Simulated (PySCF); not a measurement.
Species: C6H11F3P (charge +1).
SMILES with atom numbers: `[CH2:1]=[C:2]([CH3:3])[PH2+:4][CH2:5][CH2:6][C:7]([F:8])([F:9])[F:10]` (hydrogens: H11, H12 on C1; H13, H14, H15 on C3; H16, H17 on P4; H18, H19 on C5; H20, H21 on C6)

Geometry (GFN2-xTB, Å), atoms numbered from 1 in this order:
```xyz
21
C6H11F3P angstrom
C     -2.1858   -0.2944    1.2256
C     -1.6200   -0.2467    0.0246
C     -2.1177    0.5185   -1.1618
P     -0.1435   -1.2244   -0.3107
C      1.2851   -0.2951   -0.9800
C      1.7436    0.8917   -0.1315
C      2.0000    0.4420    1.2953
F      2.4281    1.4020    2.0884
F      0.8301   -0.0332    1.8218
F      2.8513   -0.5826    1.3557
H     -1.7695   -0.8656    2.0392
H     -3.0868    0.2579    1.4372
H     -1.4106    1.2932   -1.4596
H     -2.2695   -0.1444   -2.0150
H     -3.0641    0.9982   -0.9278
H      0.1974   -2.0377    0.7410
H     -0.4383   -2.1000   -1.3368
H      0.9958    0.0564   -1.9768
H      2.1039   -1.0143   -1.1047
H      0.9928    1.6845   -0.0917
H      2.6687    1.3110   -0.5329
```

Mayer bond orders were computed from the PBE0/pcSseg-1 density (PySCF). Geometry: GFN2-xTB, one conformer, isolated ion.

Question: The orders 0.90, 1.00, 1.07, 1.92 belong to the bonds C1–C2, P4–C5, C7–F8, C7–F9, in another order. Match them.

Answer: C7–F9 0.90; P4–C5 1.00; C7–F8 1.07; C1–C2 1.92.

Question: Set the orders of all bonds between heavy atoms beside their lengths and the difference of the Hirshfeld charges at their ends.

Answer: 
| bond | Mayer order | length (Å) | q(first) − q(second) (e) |
| --- | --- | --- | --- |
| C1–C2 | 1.917 | 1.328 | -0.003 |
| C7–F8 | 1.066 | 1.317 | +0.324 |
| C6–C7 | 1.023 | 1.518 | -0.347 |
| C5–C6 | 1.013 | 1.529 | 0.000 |
| C7–F10 | 1.010 | 1.334 | +0.341 |
| C2–C3 | 1.009 | 1.497 | +0.077 |
| P4–C5 | 1.003 | 1.831 | +0.514 |
| C2–P4 | 0.963 | 1.802 | -0.462 |
| C7–F9 | 0.896 | 1.368 | +0.337 |

The Mayer order sums products of elements of PS (density times overlap matrix) between the two atoms' basis functions, so it depends on the basis set.
